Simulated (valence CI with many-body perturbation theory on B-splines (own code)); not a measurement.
## I XXXI: fill in the table

Computed by relativistic CI+MBPT: five valence electrons over a frozen Dirac-Fock core [Ar], a basis of 7 s, 7 p, 8 d, 6 f, 4 g, 1 h functions for each j, with the one-electron correlation potential Σ1, the two-electron term Σ2, the three-electron term Σ3, Breit, model QED; selected CI, second order for the rest (own B-spline code, finite nucleus).

The last digits are not significant, and no measured levels were compared; by estimate large intervals hold to a few tenths of a per cent, small ones and those within an open d or f shell to about a per cent. Only levels of the ground parity were solved; by the run's estimate the other parity begins above the list, which can be wrong where configurations are misplaced.

| Level | E (cm⁻¹) |
| --- | --- |
| (3d3/2^4 3d5/2) J=5/2 [a] | 0.0 |
| (3d3/2^4 3d5/2) J=5/2 [b] | ? |
| (3d3/2^3 3d5/2^2) J=7/2 [a] | 142770 |
| (3d3/2^3 3d5/2^2) J=3/2 [a] | 147410 |
| (3d3/2^3 3d5/2^2) J=11/2 | 150460 |
| (3d3/2^3 3d5/2^2) J=9/2 | 165790 |
| (3d3/2^3 3d5/2^2) J=5/2 | ? |
| (3d3/2^3 3d5/2^2) J=1/2 | 177820 |
| (3d3/2^3 3d5/2^2) J=7/2 [b] | 207850 |
| (3d3/2^2 3d5/2^3) J=5/2 [a] | 217100 |
| (3d3/2^2 3d5/2^3) J=7/2 [a] | ? |
| (3d3/2^2 3d5/2^3) J=11/2 | 242460 |
| (3d3/2^3 3d5/2^2) J=3/2 [b] | 248070 |
| (3d3/2^2 3d5/2^3) J=1/2 [a] | ? |
| (3d3/2^2 3d5/2^3) J=9/2 [a] | ? |
| (3d3/2^2 3d5/2^3) J=3/2 [a] | 265970 |
| (3d3/2^2 3d5/2^3) J=13/2 | 266940 |
| (3d3/2^2 3d5/2^3) J=5/2 [b] | 281600 |
| (3d3/2^2 3d5/2^3) J=9/2 [b] | 308100 |
| (3d3/2^2 3d5/2^3) J=7/2 [b] | ? |

Levels are named by their leading jj configuration (3d3/2^4 stands for four electrons in 3d with j = 3/2), which in mixed levels can hold well under half, so a name can repeat and another be missing. Letters in brackets count levels of one name in rising energy.

Question: The levels stand in rising order. What does the calculation give for the missing energies?

Answer: (3d3/2^4 3d5/2) J=5/2 [b] 89233; (3d3/2^3 3d5/2^2) J=5/2 167600; (3d3/2^2 3d5/2^3) J=7/2 [a] 239090; (3d3/2^2 3d5/2^3) J=1/2 [a] 256160; (3d3/2^2 3d5/2^3) J=9/2 [a] 257610; (3d3/2^2 3d5/2^3) J=7/2 [b] 320340.
